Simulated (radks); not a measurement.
Isoelectronic series with 18 electrons, each ion in its NIST ground configuration. Calculated with a radial shooting solver on a logarithmic mesh with Libxc functionals: non-relativistic Kohn-Sham, PBE, spin-unpolarised, spherical densities, point nucleus. Total energies (hartree) and orbital eigenvalues (eV):

ion,configuration,E (hartree),3p,3s
Se16+,[Ar],-2271.67090,-629.1459,-683.0742
Rb19+,[Ar],-2738.27049,-832.8823,-894.3670
Zr22+,[Ar],-3248.88985,-1063.949,-1132.990
Tc25+,[Ar],-3803.52395,-1322.314,-1398.910
Pd28+,[Ar],-4402.16936,-1607.954,-1692.105
In31+,[Ar],-5044.82364,-1920.857,-2012.562
Te34+,[Ar],-5731.48500,-2261.010,-2360.269
Cs37+,[Ar],-6462.1521,-2628.406,-2735.218
Ce40+,[Ar],-7236.8240,-3023.039,-3137.404
Pm43+,[Ar],-8055.4998,-3444.905,-3566.821
Gd46+,[Ar],-8918.1789,-3893.999,-4023.468
